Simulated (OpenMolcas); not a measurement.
Levels of Be II by method

- Program: OpenMolcas
- Basis: ANO-L-VDZP [3s2p1d]
- Scalar Hamiltonian: non-relativistic, point nucleus
- Active space: 1 electron in 4 orbitals (2s 2p)
- State averaging: 2S+1 = 2 even, 1 root; 2S+1 = 2 odd, 3 roots
- Spin-orbit coupling: state interaction with AMFI integrals over the reference wave functions, term energies averaged over their components

Methods on the same reference wave functions:
A. CASSCF
B. SS-CASPT2, IPEA 0.25 Eh, imaginary shift 0.1 Eh (closed shells correlated: 1s)

Energies in cm⁻¹ above 2s ²S_1/2, the measured ground level; measured values from NIST Handbook of Basic Atomic Spectroscopic Data.

```
     Level      A      B  Measured
 2s ²S_1/2    0.0    0.0       0.0
2p ²P°_1/2  32473  32419     31929
2p ²P°_3/2  32477  32424     31935
```

Deviations, from unrounded energies. A percentage is the sum of absolute deviations over the sum of measured energies, with the sign that they share, or ± where signs differ.

```csv
Against measurement,Levels,A,B
mean absolute deviation (cm-1),2,540,490
other configurations (%),2,+1.7,+1.5
```

B lies closest to measurement on these levels. The largest miss of B in the table is 2p ²P°_1/2, by +490 cm-1. The ranking rests on the paired levels alone, and a cruder setting can come out closer through cancelling errors.

The lowest spin-free term lies below A's lowest term by 0.001 hartree in B.

ANO sets are built for ground and valence states and can reach diffuse excited orbitals poorly. With one active electron the reference holds no correlation, so core polarisation is missing (holds for A). With one active electron, CASPT2 adds the correlation within the correlated inactive shells and between them and that electron, and leaves the splitting within a term as the reference gives it (holds for B). Measured partners are found by configuration, term and J. A level has none where our copy of the source lacks it or the pairing is in doubt (some pairs that miss far off the trend of their configuration count as doubtful), and it then counts in no deviation. Levels of configurations outside the active space are missing.

° marks odd parity.
